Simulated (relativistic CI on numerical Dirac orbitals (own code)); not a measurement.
## Ga³⁺: what numerical and physical settings do to a radial Dirac CI calculation

Reference input:

```
atom Ga  Z=31  charge=3  electrons=28
nucleus A=69  rms_radius_fm=3.9973
hamiltonian dirac-coulomb  breit=on  qed=on  c_scale=1
orbitals kli  potential=per-configuration
slater_scale 1
correlation none
mixing on
grid step=0.0125 r_max=37.3
scf mixing=0.4 start=green max_iterations=150 tolerance=2e-08 node_fill=0.05
configurations
  [Ar] 3d10
  [Ar] 3d9 4s
  [Ar] 3d9 4p
end
```

Computed lowest total energy -1939.15346 Ha, first excitation 138999.3 cm⁻¹, 37 SCF steps. Runs with settings changed; * marks those that are bad on purpose:

```tsv
Changed	Outcome	Lowest level	ΔE (Ha)	First excitation (cm⁻¹)	SCF steps	Message
node fill of the KLI weights 0.01	converged	3d10 1S_0	0.000434	139004.5	36	
Breit term off	converged	3d10 1S_0	-0.85	138739.7	37	
Slater scale 0.6	converged	3d10 1S_0	0	139559.1	37	
SCF tolerance 1e-10	converged	3d10 1S_0	4.55e-12	138999.3	41	
SCF mixing 2.5 *	converged	3d10 1S_0	6.05e-10	138999.2	47	
node fill of the KLI weights 50 *	converged	3d10 1S_0	0.429	139732.1	40
```

With so few configurations and no correlation, terms lie too far apart (by 10 to 50 % near neutrality), their order can be wrong, and levels of other configurations are missing.
